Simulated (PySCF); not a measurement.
Positional isomers: butadiene amino+boryl. Gas-phase values, no solvent. One relaxed conformer stands for each flexible species; it need not be the lowest. Strings in code marks are SMILES.

The four lowest singlet excitations (Tamm–Dancoff). All values below come from PBE0-D4/def2-TZVP run with PySCF. Excitations are Tamm–Dancoff values on a coarser integration grid. The basis has no diffuse functions, so Rydberg states are missing or too high.

| state | energy (eV) | wavelength (nm) | oscillator strength |
|---|---|---|---|
| S1 | 3.80 | 327 | 0.096 |
| S2 | 5.47 | 227 | 0.000 |
| S3 | 5.72 | 217 | 0.004 |
| S4 | 5.73 | 216 | 0.334 |

Problem. Name which member gives these states.
A) `B/C=C(\N)C=C`
B) `BC(=C)C(=C)N`
C) `B/C(C=C)=C\N`
D) `B/C(C=C)=C/N`

Solution. C, `B/C(C=C)=C\N`
